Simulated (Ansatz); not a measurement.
Species: sum formula BNH3, charge 0, multiplicity 2. It need not be the lowest isomer of its formula. 
Coordinates optimised at B3LYP-D3(BJ)/def2-TZVP (Ansatz, an electronic-structure program):
```
B
N 1 1.3287
H 2 0.9996 1 163.55
H 1 1.2007 2 121.70 3 180.00
H 1 1.2080 4 119.29 2 -180.00
```
Charge 0, spin multiplicity 2.

Parts of the frozen-core correlation energy in cc-pVDZ (Ansatz, hartree). Frozen orbitals: 2; correlated occupied orbitals by spin: 6 and 5; virtual: 35 and 36. UHF or UKS for open shells. No spin-orbit coupling. No relativistic terms.

| term | value |
|---|---|
| reference (HF) | -80.84700 |
| MP2 opposite-spin | … |
| MP2 same-spin | -0.04955 |
| CCSD correlation | … |
| (T) | … |
| CCSDT minus CCSD(T) | -0.00111 |
| T1 diagnostic | 0.030 |
| largest doubles amplitude | 0.065 |
| <S^2> of the reference | 0.775 |

Q: Some entries are withheld; supply them.

A: 
- MP2 opposite-spin, value: -0.17603
- CCSD correlation, value: -0.25951
- (T), value: -0.00708
